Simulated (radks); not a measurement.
Coulomb parameter of the 5d shell of the platinum ion Pt+ in the model configuration [Xe] 4f14 5d7 6p2, as a second difference U = [E(n + 1) + E(n - 1) - 2 E(n)] / (1)^2 with all orbitals relaxed. "Bare": the charge of the atom changes with n. "Screened": the 6p shell takes up the change at fixed total charge, which measures U(5d,5d) + U(6p,6p) - 2 U(5d,6p). Method: scalar-relativistic Kohn-Sham, PBE, spin-unpolarised, spherical densities, point nucleus; computed with a radial shooting solver on a logarithmic mesh with Libxc functionals.

case,configuration,E - E(n) (eV)
start,[Xe] 4f14 5d7 6p2,0.000
bare +1,[Xe] 4f14 5d8 6p2,-16.538
bare -1,[Xe] 4f14 5d6 6p2,27.751
screened +1,[Xe] 4f14 5d8 6p1,-11.128
screened -1,[Xe] 4f14 5d6 6p3,13.577

U(bare) = 11.214 eV, U(screened by 6p) = 2.449 eV, against the Slater integral F0(5d,5d) = 16.172 eV with frozen orbitals.
